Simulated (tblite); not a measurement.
Input of a run (GFN2-xTB geometry optimisation, gas phase (tblite 0.8.0)), started from a force field or distance geometry:
```
{"job": {"kind": "relax", "xc": "GFN2-xTB", "basis": "xTB"}, "charge": 0, "multiplicity": 1}
C     -1.860500     1.265600    -0.597200
C     -1.534000     0.202300     0.132900
C     -1.792800     0.118600     1.623700
Si    -0.676600    -1.296700    -0.608600
C      1.155000    -1.284800    -0.278800
F      1.356500    -1.372700     1.064100
C      1.853900    -0.066100    -0.868000
C      2.365000     0.967500     0.114600
O      1.997500     0.080700    -2.078500
H     -2.368000     2.126900    -0.146700
H     -1.679700     1.325600    -1.667300
H     -2.304100     1.024500     1.986400
H     -0.875300     0.016800     2.196700
H     -2.451800    -0.725400     1.853600
H     -1.294500    -2.509500     0.002900
H     -0.987600    -1.352900    -2.041400
H      1.632600    -2.164500    -0.718500
H      1.528700     1.335800     0.713300
H      2.804300     1.801100    -0.431000
H      3.126300     0.517800     0.759500
```

Output (eV, eV/Å):
```
step      E/eV     max force
  0    -787.17234    2.173
  1    -787.27662    1.826
  2    -787.31728    0.557
  3    -787.32848    0.322
  4    -787.33993    0.248
  5    -787.34546    0.282
  6    -787.34974    0.179
  7    -787.35236    0.145
  8    -787.35504    0.134
  9    -787.35774    0.148
 10    -787.36056    0.148
 11    -787.36303    0.123
 12    -787.36503    0.107
 13    -787.36660    0.095
 14    -787.36789    0.112
 15    -787.36886    0.089
 16    -787.36951    0.078
 17    -787.36992    0.049
 18    -787.37024    0.051
 19    -787.37062    0.055
 20    -787.37113    0.088
 21    -787.37175    0.088
 22    -787.37237    0.055
 23    -787.37290    0.053
 24    -787.37336    0.061
 25    -787.37382    0.076
 26    -787.37430    0.058
 27    -787.37476    0.062
 28    -787.37516    0.054
 29    -787.37551    0.050
 30    -787.37583    0.046
 31    -787.37613    0.042
 32    -787.37643    0.040
 33    -787.37673    0.043
 34    -787.37705    0.050
 35    -787.37738    0.042
 36    -787.37771    0.044
 37    -787.37802    0.036
 38    -787.37829    0.044
 39    -787.37852    0.039
 40    -787.37871    0.029
 41    -787.37887    0.029
 42    -787.37903    0.030
 43    -787.37924    0.036
 44    -787.37951    0.040
 45    -787.37981    0.041
 46    -787.38008    0.044
 47    -787.38029    0.039
 48    -787.38050    0.037
 49    -787.38073    0.039
 50    -787.38100    0.040
 51    -787.38128    0.043
 52    -787.38157    0.043
 53    -787.38182    0.038
 54    -787.38199    0.027
 55    -787.38211    0.027
 56    -787.38222    0.033
 57    -787.38238    0.037
 58    -787.38258    0.036
 59    -787.38279    0.035
 60    -787.38297    0.026
 61    -787.38310    0.028
 62    -787.38322    0.027
 63    -787.38334    0.031
 64    -787.38346    0.026
 65    -787.38356    0.024
 66    -787.38366    0.023
 67    -787.38378    0.029
 68    -787.38396    0.041
 69    -787.38422    0.045
 70    -787.38455    0.051
 71    -787.38487    0.040
 72    -787.38512    0.028
 73    -787.38533    0.027
 74    -787.38552    0.027
 75    -787.38569    0.025
 76    -787.38581    0.025
 77    -787.38590    0.023
 78    -787.38597    0.020
 79    -787.38602    0.018
 80    -787.38608    0.018
 81    -787.38614    0.023
 82    -787.38619    0.028
 83    -787.38624    0.020
 84    -787.38628    0.014
 85    -787.38631    0.013
 86    -787.38635    0.012
 87    -787.38638    0.011
 88    -787.38640    0.010
 89    -787.38642    0.012
 90    -787.38645    0.011
 91    -787.38648    0.013
 92    -787.38651    0.012
 93    -787.38653    0.011
 94    -787.38655    0.010
 95    -787.38658    0.012
 96    -787.38660    0.010
 97    -787.38662    0.010
```

Question: Summarise the run.

Answer: The energy falls by 0.214 eV over 97 L-BFGS steps, the largest force on an atom goes from 2.17 to 0.010 eV/Å, and the atoms move by 0.187 Å rms after alignment. The bond that changes most is Si4–C5 (SiH2 silicon to sp3 C–F carbon), which lengthens by 0.087 Å. Bonds longer at the end by more than 0.005 Å: 3 of 19; shorter: 11. Among the angles that change most is H15–Si4–H16, from 106.3° to 113.8°. The energy never rose by more than 1e-5 eV on the way. The first step brought 49 % of the lowering.

Question: What are the final bond lengths?

Answer: C1=C2 1.328 Å, C2–C3 1.501 Å, C2–Si4 1.891 Å, Si4–C5 1.948 Å, C5–F6 1.385 Å, C5–C7 1.493 Å, C7–C8 1.502 Å, C7=O9 1.210 Å, C1–H10 1.080 Å, C1–H11 1.077 Å, C3–H12 1.088 Å, C3–H13 1.089 Å, C3–H14 1.089 Å, Si4–H15 1.466 Å, Si4–H16 1.458 Å, C5–H17 1.092 Å, C8–H18 1.089 Å, C8–H19 1.086 Å, C8–H20 1.088 Å. Numbering counts from 1 in the input's order; the species is `C=C(C)[SiH2][C@H](F)C(C)=O`.

The run took 1.3 s on Arm Neoverse N1, one thread, on a shared host.

Its GFN2-xTB frequencies are all real (lowest 30 cm⁻¹). One conformer, not necessarily the lowest.

Shape of the structure used: `[CH2:1]=[C:2]([CH3:3])[SiH2:4][C@H:5]([F:6])[C:7]([CH3:8])=[O:9]`: C1–C2–Si4–C5 101°, C2–Si4–C5–F6 60°, Si4–C5–C7–C8 105°.

The numbers are calculated, not measured.
